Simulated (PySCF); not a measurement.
**N (nitrogen, neutral) across methods**

[He] 2s1 2p3 3d1, high-spin 6D determinant (an excited configuration). Computed with PySCF 2.14 in aug-cc-pVQZ with one added diffuse shell each of s, p, d, f, g type (7s6p5d4f3g, 105 functions), with the non-relativistic Hamiltonian (point nucleus).

| method | E (hartree) | mean ε 2s α (eV) | mean ε 2p α (eV) | mean ε 3d α (eV) | Σ⟨r²⟩ (bohr²) | ⟨S²⟩ |
| --- | --- | --- | --- | --- | --- | --- |
| UHF | -53.78372 | -43.268 | -26.943 | -1.016 | 53.92 | 8.750 |
| LDA | -53.4310 | -29.706 | -18.222 | -0.198 | 53.35 | 8.750 |
| PBE | -53.8421 | -30.097 | -18.237 | -0.360 | 54.08 | 8.750 |
| PW91 | -53.8821 | -30.141 | -18.324 | -0.358 | 54.07 | 8.750 |
| r2SCAN | -53.9055 | -31.814 | -19.031 | -0.220 | 54.44 | 8.750 |
| B97-3 | -53.8862 | -33.638 | -20.582 | -0.606 | 54.84 | 8.750 |
| wB97X | -53.8949 | -35.976 | -22.927 | -1.195 | 54.21 | 8.750 |
| PBE0 | -53.8551 | -33.488 | -20.516 | -0.570 | 54.00 | 8.750 |

(1) Estimate the same row for BLYP.

The outer electron is Rydberg-like, and this basis confines it to a smaller radius and binds it less than a complete one would.

Results:

(1) E (hartree) = -53.8745; mean ε 2s α (eV) = -29.675; mean ε 2p α (eV) = -17.891; mean ε 3d α (eV) = -0.243; Σ⟨r²⟩ (bohr²) = 54.74; ⟨S²⟩ = 8.750.
